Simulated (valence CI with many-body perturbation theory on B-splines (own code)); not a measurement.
Values are calculated unless marked as measured or tabulated.
# Run record, Ce LII

Level of theory: relativistic CI+MBPT: five valence electrons over a frozen Dirac-Fock core [He], radial functions for each j: 5 s, 5 p, 3 d, 2 f, with the one-electron correlation potential Σ1 (screened to all orders), the two-electron term Σ2, the three-electron term Σ3, Breit, model QED; selected single and double excitations, second order for the rest, scaled by the run's own slope (own B-spline code, finite nucleus).

Command, and the settings that its task file holds:

```sh
python run_cv.py task.json out
```

```
atom Ce  Z=58  mass_number=140  rms_radius_fm=4.8771
core [He]
valence 2s2 2p3
avg = 1
basis = S
breit = 1
cap = 10000
capref = 1200
cscale = 1
de = 0.0
dress = 0
eps = 2e-08
extrap = 1
h = 0.27
hh = 1
l2 = 3
lcore = 6
maxit = 60
n2 = 5
natural = 0
nlev = 21
nno = [2, 2, 1, 1, 0]
nroot = 26
nsp = [3, 3, 2, 1, 0]
pt2 = 1
qed = 1
rpa = 1
s1 = 1
s2 = 1
s3 = 1
screen = 1
tol = 2e-05
whole = 1
```

It took 17 s on 1 thread of Arm Neoverse N1 (shared host).

Log. The first blocks belong to the next ion, which gives the ionisation energy. Fields: 2J, parity (1 odd), roots, reference size, generating configurations, candidates as configurations/state functions, variational space P, stored matrix elements, Davidson steps; e2 is the range of second-order energies in hartree. The first line gives the box (bohr), its intervals, the orbitals and the steps of their self-consistent field. Window is the range of levels sought, series limit the energy at which the first omitted orbital would enter, core excitation an estimate of the first excitation out of the core, left out the lowest levels not solved, and shifts from estimates the range by which levels moved from their first estimate, all in cm⁻¹.

```
rmax 1.1 intervals 53 orbitals 25 references ['2s2 2p3', '2s 2p4', '2p5'] scf 3 t 0.5
2J=0 par=0 roots 2 ref 28 generators 4 cand 564/760 P 422/583 nnz 0 it 0
2J=0 par=0 roots 2 ref 28 generators 4 cand 168/205 P 465/642 nnz 0 it 0
   second order: generators 7 cand 707/1061 e2 -0.00001 -0.00000
reference levels 430, estimated 340, window 46666277 1/cm; series limit 59877458, core excitation 280514003
2J=3 par=1 roots 12 ref 68 generators 17 cand 2981/20895 P 1181/5188 nnz 2.7e+06 it 5
2J=3 par=1 roots 12 ref 68 generators 21 cand 2753/20463 P 1974/9983 nnz 8.1e+06 it 5
   second order: generators 23 cand 2491/17791 e2 -0.00015 -0.00000
2J=5 par=1 roots 6 ref 53 generators 12 cand 2879/23520 P 1036/4552 nnz 2.3e+06 it 5
2J=5 par=1 roots 6 ref 53 generators 16 cand 2730/23472 P 1839/10000 nnz 8.7e+06 it 6
   second order: generators 18 cand 2265/19759 e2 -0.00011 -0.00000
2J=1 par=1 roots 8 ref 45 generators 15 cand 2644/11932 P 1272/3980 nnz 1.4e+06 it 4
2J=1 par=1 roots 8 ref 45 generators 19 cand 2429/11434 P 2260/8312 nnz 5.3e+06 it 6
   second order: generators 22 cand 1998/9627 e2 -0.00002 -0.00000
2J=5 par=0 roots 7 ref 60 generators 13 cand 2869/23032 P 1135/4592 nnz 2.1e+06 it 5
2J=5 par=0 roots 7 ref 60 generators 17 cand 2683/23686 P 1941/9977 nnz 8.1e+06 it 6
   second order: generators 21 cand 2352/21134 e2 -0.00009 -0.00001
2J=1 par=0 roots 7 ref 53 generators 13 cand 2128/9188 P 1319/4092 nnz 1.5e+06 it 4
2J=1 par=0 roots 7 ref 53 generators 16 cand 2259/10727 P 2015/6806 nnz 3.7e+06 it 4
   second order: generators 20 cand 2213/10557 e2 -0.00002 -0.00000
2J=3 par=0 roots 9 ref 72 generators 11 cand 2510/16867 P 1171/5193 nnz 2.6e+06 it 5
2J=3 par=0 roots 9 ref 72 generators 17 cand 2667/19539 P 1965/10000 nnz 8e+06 it 5
   second order: generators 21 cand 2373/17991 e2 -0.00008 -0.00000
2J=7 par=1 roots 2 ref 30 generators 8 cand 2069/17525 P 861/3535 nnz 1.5e+06 it 4
2J=7 par=1 roots 2 ref 30 generators 9 cand 2119/18494 P 1503/8200 nnz 6.9e+06 it 4
   second order: generators 11 cand 1565/14012 e2 -0.00003 -0.00001
2J=7 par=0 roots 1 ref 27 generators 4 cand 1345/11717 P 829/3530 nnz 1.5e+06 it 4
2J=7 par=0 roots 1 ref 27 generators 6 cand 1940/16312 P 1146/6037 nnz 4.2e+06 it 4
   second order: generators 7 cand 1716/14808 e2 -0.00002 -0.00002
2J=9 par=0 roots 1 ref 8 generators 3 cand 686/5764 P 877/3502 nnz 1.5e+06 it 4
2J=9 par=0 roots 1 ref 8 generators 3 cand 492/4768 P 987/4722 nnz 3e+06 it 4
   second order: generators 4 cand 750/6595 e2 -0.00001 -0.00001
2J=9 par=1 roots 1 ref 11 generators 3 cand 757/5855 P 798/3511 nnz 1.6e+06 it 4
2J=9 par=1 roots 1 ref 11 generators 3 cand 562/4852 P 915/4467 nnz 2.7e+06 it 3
   second order: generators 3 cand 445/3896 e2 -0.00001 -0.00001
left out: unestimated 62132700, estimated 49216097, shifts from estimates -1 to 25
operators 0.1
```

The Davidson iterations converged. The settings are bad on purpose, so the numbers may not be properties of the ion.

No measured spectrum was set against this ion. As an estimate, large intervals hold to a few tenths of a per cent, small ones and those within an open d or f shell to about a per cent.

```
Valence energy                            : -1979.261 hartree
Ionisation energy                         : 9801.4 eV (NIST: 9803 ± 4 eV (theoretical))
Reference configurations for the orbitals : 2s2 2p3, 2s 2p4, 2p5
Radial orbitals                           : 25
Box radius                                : 1.123 bohr
Largest variational space                 : 10000
Lowest levels                             : (2s^2 2p1/2^2 2p3/2) J=3/2 0.00, (2s^2 2p1/2 2p3/2^2) J=3/2 3617.7, (2s^2 2p1/2 2p3/2^2) J=5/2 3789.1, (2s^2 2p1/2 2p3/2^2) J=1/2 4071.8, (2s 2p1/2^2 2p3/2^2) J=5/2 5563.2, (2s 2p1/2^2 2p3/2^2) J=1/2 6179.2, (2s 2p1/2^2 2p3/2^2) J=3/2 6192.9, (2s^2 2p3/2^3) J=3/2 7700.1, (2s 2p1/2 2p3/2^3) J=3/2 [a] 9353.0, (2s 2p1/2 2p3/2^3) J=5/2 9636.0, (2s 2p1/2 2p3/2^3) J=1/2 9974.9, (2s 2p1/2 2p3/2^3) J=3/2 [b] 10063, (2p1/2^2 2p3/2^3) J=3/2 12216, (2s 2p3/2^4) J=1/2 13731 × 10³ cm⁻¹
```

Levels are named by their leading jj configuration (3d3/2^4 stands for four electrons in 3d with j = 3/2), which in mixed levels can hold well under half, so a name can repeat and another be missing. Letters in brackets count levels of one name in rising energy.
